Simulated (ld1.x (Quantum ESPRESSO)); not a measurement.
zinc RRKJ: all-electron and pseudo phase curves

Zn (Z = 30), norm-conserving RRKJ (Kleinman–Bylander form), made with ld1.x (Quantum ESPRESSO) 7.5 (PBE, scalar-relativistic). Core [Ar], reference 3d10 4s2 4p0. Waves: 4s (bound): rc 2.25 bohr; 4p (bound, empty): rc 2.35 bohr; 4f channel at 0.4 Ry: rc 2.10 bohr; 3d (bound): rc 0.70 bohr. Local part: the d channel. Core correction: none. rho0 = 0.02.

The phase is arctan(r·u′/u) with u = r·R(r), unwrapped; energies in Ry, scanned from -3 to 5 Ry. A pole is an energy at which the radial function vanishes at the test radius. The pseudo phase is shifted by a multiple of π to meet the all-electron one at the reference energy, and phase errors are pseudo minus all-electron; the curves can meet again beyond the range given. Levels narrower than the energy grid can be missing from the lists of poles.

```
channel  radius (bohr)  reference energy (Ry)  poles, all-electron  poles, pseudo  unbroken range about the reference energy with phases within 0.05 rad  phase error 1 Ry above the reference energy (rad)
      s           2.54                  -0.44                 1.10     0.27, 1.34                                                              below 0.1                                             -3.065
      p           2.54                  -0.08                 2.21           2.09                                                              below 3.2                                             -0.007
      d           2.54                  -0.75          -0.67, 4.21    -0.67, 4.22                                                        the whole range                                             +0.000
      f           2.54                   0.40                 none           none                                                        the whole range                                             +0.000
```

Note: ghost states, extra bound levels that the all-electron valence spectrum of the same l lacks: s at -629.6 eV, p at -361.7 eV. A true bound ghost makes a file unfit for plane-wave use.

Phases in the f channel:

```
E (Ry)  all-electron  pseudo
 -3.00         1.385   1.385
 -2.76         1.380   1.380
 -2.52         1.375   1.375
 -2.28         1.369   1.369
 -2.04         1.362   1.362
 -1.80         1.355   1.355
 -1.56         1.348   1.348
 -1.32         1.339   1.339
 -1.08         1.330   1.330
 -0.84         1.319   1.319
 -0.60         1.307   1.307
 -0.36         1.293   1.293
 -0.12         1.277   1.277
  0.12         1.259   1.259
  0.36         1.236   1.236
  0.60         1.210   1.210
  0.84         1.176   1.176
  1.08         1.134   1.134
  1.32         1.079   1.079
  1.56         1.003   1.004
  1.80         0.895   0.896
  2.04         0.732   0.733
  2.28         0.474   0.478
  2.52         0.085   0.093
  2.76        -0.378  -0.367
  3.00        -0.760  -0.748
  3.24        -1.011  -1.001
  3.48        -1.171  -1.162
  3.72        -1.279  -1.270
  3.96        -1.355  -1.346
  4.20        -1.412  -1.403
  4.44        -1.457  -1.447
  4.68        -1.494  -1.483
  4.92        -1.525  -1.514
```
